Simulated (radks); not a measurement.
Problem. All-electron atom: Os32+ in [Kr] 4d8 (the NIST ground configuration). Method: non-relativistic Kohn-Sham, LB94 model potential, spin-polarised, spherical densities, point nucleus; open shells are filled with parallel spins first (spin-orbit coupling, left out, can overturn this in heavy ions); relativity is left out, which matters for an element this heavy; computed with a radial shooting solver on a logarithmic mesh with Libxc functionals. Some entries of the table are withheld. Estimate them.

orbital,occ.,eigenvalue (eV),<r> (bohr),<r^2> (bohr^2)
1s down,1,-68829.57,0.01991,0.0005297
1s up,1,-68829.46,0.01991,0.0005297
2s up,1,-12441.13,0.08401,0.008269
2s down,1,-12440.22,0.08400,0.008267
2p up,3,-11995.20,0.07100,0.006105
2p down,3,-11994.73,0.07100,0.006103
3s up,1,-3826.235,0.2111,0.05068
3s down,1,-3826.195,0.2111,0.05069
3p up,3,-3619.320,0.2012,0.04671
3p down,3,-3618.944,0.2013,0.04672
3d up,5,(1),0.1761,0.03612
3d down,5,(2),0.1762,0.03614
4s up,1,-1626.457,0.4352,0.2124
4s down,1,-1623.101,0.4352,0.2124
4p up,3,-1536.388,0.4338,0.2123
4p down,3,-1533.091,0.4337,0.2123
4d up,5,(3),0.4258,0.2072
4d down,3,(4),0.4256,0.2070

Solution. 
(1) 3d up eigenvalue (eV): -3233.553
(2) 3d down eigenvalue (eV): -3232.379
(3) 4d up eigenvalue (eV): -1374.037
(4) 4d down eigenvalue (eV): -1371.053
